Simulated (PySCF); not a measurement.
# Correlation energy of Se⁺ (selenium, charge +1)

[Ar] 3d10 4s1 4p3 4d1, high-spin 6D determinant (an excited configuration). All numbers are calculated (PySCF 2.14, the spin-free X2C one-electron Hamiltonian (Gaussian nucleus), in aug-cc-pVQZ-DK). Frozen: [Ar] 3d10; 5 electrons correlated.

| level | correlation energy (mhartree) |
| --- | --- |
| CCSD | -35.81 |
| (T) | -0.51 |
| CCSD(T) | -36.32 |

Diagnostics: T1 = 0.0026, D1 = 0.0051, largest double amplitude 0.021.

The outer electron is Rydberg-like, and this basis confines it to a smaller radius and binds it less than a complete one would.

Cost of the coupled-cluster step: about 16 core-seconds, for 5 correlated electrons.
